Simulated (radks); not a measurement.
Effect of the nuclear size on neutral barium, [Xe] 6s2. Method: Dirac Kohn-Sham, exchange-only LDA, spin-unpolarised, spherical densities, finite nucleus; Fermi nuclear charge, rms radius 4.8378 fm; computed with a radial shooting solver on a logarithmic mesh with Libxc functionals. The rms radius is varied about that value; shifts are against it.

rms radius (fm)  total energy shift (eV)  density at nucleus (e/bohr^3)  1s1/2 shift (meV)  2s1/2 shift (meV)  4p1/2 shift (meV)  5s1/2 shift (meV)  5p1/2 shift (meV)
4.325                              -1.68                      3.285e+05               -698              -83.8              0.330             -0.523              0.129
4.6733                            -0.554                      3.236e+05               -231              -27.7              0.109             -0.173              0.043
4.8378                                 0                      3.214e+05              0.000              0.000              0.000              0.000              0.000
5.2442                              1.43                      3.165e+05                598               71.8             -0.283              0.448             -0.110
5.4232                              2.10                      3.144e+05                874                105             -0.413              0.654             -0.161

Slopes of the eigenvalues against <r^2> in GHz/fm^2, as finite differences over the two radii next to the reference (eigenvalue slopes, not the field-shift constants of lines): 1s1/2 35400, 2s1/2 4250, 4p1/2 -16.7, 5s1/2 26.5, 5p1/2 -6.54.
